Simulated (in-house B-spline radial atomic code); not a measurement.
How numerical settings move a run on Cl³⁺, [Ne] 3s2 3p2. Computed with an all-electron radial atomic-structure program (B-spline basis): scalar-relativistic (X2C) LC-wPBE, spin-polarised, spherical fractional occupations, Fermi nucleus of rms radius 3.3654 fm.

Command:
```bash
python run_scf.py task.json out
```
Settings of the sound reference run:
```
Z                17
electrons        14
configuration    [Ne] 3s2 3p2
hamiltonian      x2c
method           lc_wpbe
spin_polarised   True
nucleus          fermi
rms_radius       3.3654
mass_number      35
atomic_mass      34.96885
speed_of_light   137.036
knot_spacing     0.22
spline_order     8
gauss_points     12
box_radius       16.22
max_iterations   70
damping          0.5
damped_steps     3
diis_vectors     10
tolerance        1e-08
start            Thomas-Fermi
```

Time taken, with all properties: 0.35 s on 1 thread of Arm Neoverse V2, on a shared host.

It converges in 10 iterations to -458.528434 hartree, with 3p up at -48.1741 eV. The other runs change the listed settings, some to values that make no sense; their results aren't properties of the atom or ion. Radii are in bohr (the nuclear one in fm), a minus after a letter asks for a j subshell, and «unchanged» means within 1e-8 hartree. The run stops when the residual is below 10 × tolerance × max(1, Z/10), or a noise floor if that is larger, and the energy moves by less than 1e-8 × √|E| hartree; so very loose and very tight tolerances often act alike.

| changed settings | outcome |
| --- | --- |
| diis_vectors = 2 | converged in 10 iterations, energy unchanged, 3p up level -8.0e-07 eV |
| diis_vectors = 1 | converged in 15 iterations, energy unchanged, 3p up level -1.3e-06 eV |
| diis_vectors = 0 | converged in 23 iterations, energy unchanged, 3p up level -6.8e-07 eV |
| spline_order = 10 | converged in 9 iterations, energy +1.21e-06 hartree from the reference, 3p up level +1.6e-04 eV |
| diis_vectors = 20 | converged in 10 iterations, energy unchanged |
| spline_order = 5 | converged in 10 iterations, energy +6.49e-06 hartree from the reference, 3p up level +2.0e-04 eV |
| spline_order = 4, gauss_points = 6, max_iterations = 60 | converged in 10 iterations, energy +1.29e-04 hartree from the reference, 3p up level -2.0e-04 eV |
| spline_order = 4 | converged in 10 iterations, energy +1.25e-04 hartree from the reference, 3p up level -1.9e-04 eV |
| knot_spacing = 0.1, max_iterations = 50, damping = 0.95, tolerance = 0.001 | converged in 8 iterations, energy -4.16e-06 hartree from the reference, 3p up level -8.2e-05 eV |
| spline_order = 7 | converged in 10 iterations, energy +2.58e-06 hartree from the reference, 3p up level +2.0e-04 eV |
| electrons = 19, configuration = [Ne] 3s2 3p7, max_iterations = 100 | stopped with error: shell 3p holds at most 3 electrons (per spin) |
| spline_order = 6, first_knot = 5.88e-05, max_iterations = 5 | not converged after 5 iterations, last residual 4.5e-03, last energy +1.81e-04 hartree from the reference |

Task: What happens with electrons = 15, configuration = [Ne] 3s2 3p2 4s-1, max_iterations = 50?

Result: Stopped with error: j subshells need the Dirac Hamiltonian and l > 0.

Task: What happens with damped_steps = 1?

Result: Converged in 8 iterations, energy unchanged.

Task: What happens with spline_order = 6?

Result: Converged in 10 iterations, energy +6.83e-08 hartree from the reference, 3p up level -1.2e-04 eV.

Task: What happens with max_iterations = 50, damped_steps = 8, diis_vectors = 4?

Result: Converged in 13 iterations, energy unchanged.
